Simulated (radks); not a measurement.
Q: Radial electron density D(r) = 4 pi r^2 rho(r) of an atom or ion with 52 electrons. Method: Dirac Kohn-Sham, SOGGA, spin-unpolarised, spherical densities, point nucleus; computed with a radial shooting solver on a logarithmic mesh with Libxc functionals.

r (bohr)  D(r) (e/bohr)
0.001836          6.308
0.00212           7.958
0.002429          9.868
0.002806          12.32
0.003214          15.11
0.003712          18.63
0.004253          22.52
0.004912          27.26
0.005627          32.33
0.006499          38.26
0.007445          44.26
0.008599          50.81
0.009851          56.90
0.01138           62.84
0.01303           67.55
0.01505           71.11
0.01725           72.81
0.01992           72.68
0.02282           70.93
0.02635           68.02
0.03019           65.25
0.03487           63.65
0.03995           64.57
0.04614           68.80
0.05286           75.54
0.06104           83.91
0.06994           90.48
0.08077           93.28
0.09254           90.55
0.1069            82.83
0.1224            74.14
0.1414            67.99
0.162             67.92
0.1871            73.09
0.2143            78.38
0.2475            78.14
0.2836            69.32
0.3275            53.27
0.3753            38.08
0.4334            28.45
0.4965            27.03
0.5734            29.85
0.657             31.35
0.7587            28.55
0.8692            22.51
1.004             15.51
1.15              10.56
1.328             7.590
1.522             6.135
1.757             4.959
2.013             3.715
2.325             2.335
2.664             1.258
3.077            0.5306
3.525            0.1907
4.071           0.04996
4.664           0.01068
5.386          0.001496
6.171         0.0001643

What is the nuclear charge?

A: Z = 55. The innermost maximum, from 1s, lies near gamma/Z bohr with gamma = sqrt(1 - (Z/c)^2) = 0.916, here 0.0167 bohr (found: 0.0184), and its height grows with Z. The density is that of the caesium ion Cs3+ in [Kr] 4d10 5s2 5p4; the configuration itself is not fixed sharply by these data, and Z only to a few units. D(r) has 4 maxima, at r = 0.0184, 0.0808, 0.230, 0.652 bohr, and minima at 0.0357, 0.152, 0.477 bohr, inside which lie 2.03, 11.23, 28.97 electrons.
